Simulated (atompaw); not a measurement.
## Plane-wave convergence, PAW (atompaw) potential for erbium

```json
{"Element": "Er", "Generator": "atompaw 4.2.0.5", "Type": "PAW", "Functional": "PBE", "Relativity": "scalar-relativistic", "Frozen core": "[Xe]", "Valence charge": "14", "Reference configuration": "4f12 5d0 6s1 6p0 (charge +1)", "Partial waves": "6s (bound): rc 3.00 bohr; 6s channel at -0.3 Ry: rc 3.00 bohr; 6p (bound, empty): rc 3.00 bohr; 6p channel at 0.3 Ry: rc 3.00 bohr; 5d (bound, empty): rc 3.00 bohr; 5d channel at 0.2 Ry: rc 3.00 bohr; 4f (bound): rc 0.70 bohr; 4f channel at 1.4 Ry: rc 0.70 bohr", "Local potential": "troulliermartins scheme with l = 4 at -0.5 Ry, radius 2.75 bohr", "Core correction": "smooth core density matched at 2.10 bohr", "Augmentation charge": "sinc compensation charge, radius 2.25 bohr; PAW radius 3.00 bohr; waves and projectors: custom rrkj vanderbiltortho"}
```

The pseudo-atom Hamiltonian at the reference potential is diagonalised in spherical Bessel functions j_l(qr) that vanish at 20 bohr, with q² up to the cutoff. All-electron valence levels (Ry): 6s -0.6658, 6p -0.4027, 5d -0.4900, 4f -0.7144.

Question: How do the lowest levels (Ry) of each channel move with the cutoff, and are there ghosts?

Answer:

| cutoff (Ry) | s #1 | s #2 | p #1 | p #2 | p #3 | d #1 | f #1 | Σ f·Δε (mRy) |
| --- | --- | --- | --- | --- | --- | --- | --- | --- |
| 8 | -0.8581 | -0.6657 | -1.9998 | -0.4027 | -0.1330 | -0.4851 | -0.0749 | 7653.1 |
| 15 | -1.1393 | -0.6658 | -2.0998 | -0.4027 | -0.1331 | -0.4899 | -0.0751 | 7651.2 |
| 25 | -1.1458 | -0.6658 | -2.1004 | -0.4027 | -0.1331 | -0.4900 | -0.0751 | 7650.5 |
| 35 | -1.1463 | -0.6658 | -2.1005 | -0.4027 | -0.1331 | -0.4900 | -0.0752 | 7649.9 |
| 50 | -1.1463 | -0.6658 | -2.1005 | -0.4027 | -0.1331 | -0.4900 | -0.0752 | 7649.3 |
| 70 | -1.1463 | -0.6658 | -2.1005 | -0.4027 | -0.1331 | -0.4900 | -0.0753 | 7648.7 |
| 100 | -1.1463 | -0.6658 | -2.1005 | -0.4027 | -0.1331 | -0.4900 | -0.0754 | 7646.9 |
| 140 | -1.1463 | -0.6658 | -2.1005 | -0.4027 | -0.1331 | -0.4900 | -0.0764 | 7635.6 |
| 180 | -1.1463 | -0.6658 | -2.1005 | -0.4027 | -0.1331 | -0.4900 | -0.3528 | 4318.2 |
| 260 | -1.1463 | -0.6658 | -2.1005 | -0.4027 | -0.1331 | -0.4900 | -0.7053 | 88.2 |
| 400 | -1.1463 | -0.6658 | -2.1005 | -0.4027 | -0.1331 | -0.4900 | -0.7127 | 0.0 |

Result: ghost states, extra bound levels that the all-electron valence spectrum of the same l lacks: p at -28.6 eV, s at -15.6 eV (a true bound ghost makes a file unfit for plane-wave use); 10 mRy is reached at over 300 Ry and 1 mRy at over 300 Ry.
